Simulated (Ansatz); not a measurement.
Breaking the Ge3–H4 bond in BeFGeH3 (SMILES [F][Be][GeH3]) (multiplicity 1 held, fragments rigid). Energies count from the point at 1.542 Å.
Geometry at that point (charge 0, multiplicity 1):
```xyz
6

Be    -0.34700     0.98817    -0.89659
F     -0.69229     1.97146    -1.78875
Ge     0.20509    -0.58403     0.52991
H      1.10832    -1.65942    -0.10772
H      0.97519    -0.02594     1.74413
H     -1.02770    -1.32131     1.09162
```

Signs of static correlation in cc-pVDZ, with CASSCF(2,2), from Ansatz (a quantum-chemistry and plane-wave program) runs.

| R (Å) | T1 of restricted CCSD | ⟨S²⟩ of UHF | largest double amplitude of restricted CCSD | weight of the CASSCF reference in MRCISD | CASSCF natural occupations |
|---|---|---|---|---|---|
| 1.234 | 0.015 | 0.000 | 0.044 | 0.907 | 1.99 0.01 |
| 1.388 | 0.015 | 0.000 | 0.044 | 0.907 | 1.98 0.02 |
| 1.542 | 0.015 | 0.000 | 0.042 | 0.907 | 1.98 0.02 |
| 1.697 | 0.015 | 0.000 | 0.046 | 0.907 | 1.97 0.03 |
| 1.851 | 0.016 | 0.000 | 0.058 | 0.907 | 1.95 0.05 |
| 2.082 | 0.017 | 0.000 | 0.101 | 0.907 | 1.92 0.08 |
| 2.314 | 0.020 | ? | 0.163 | 0.907 | 1.87 0.13 |
| 2.699 | 0.028 | 0.776 | 0.292 | 0.907 | 1.74 0.26 |
| 3.085 | 0.040 | 0.925 | ? | 0.907 | 1.56 0.44 |
| 3.547 | 0.055 | 0.986 | 0.624 | 0.907 | 1.34 0.66 |
| 4.164 | 0.067 | 1.008 | 0.806 | 0.907 | 1.16 0.84 |
| 4.936 | 0.071 | 1.013 | 0.923 | 0.907 | 1.06 0.94 |

Fill in the missing entries.


- 2.314, ⟨S²⟩ of UHF: 0.370
- 3.085, largest double amplitude of restricted CCSD: 0.443

Doubts at one or more of the structures used: a restricted determinant that unrestricted orbitals would lower (R-CCSD(T)/cc-pVDZ); other coupled-cluster roots lie near (R-CCSD(T)/cc-pVDZ); T1 above 0.05 (R-CCSD(T)/cc-pVDZ, U-CCSD(T)/cc-pVDZ); a spin-contaminated determinant (U-CCSD(T)/cc-pVDZ).
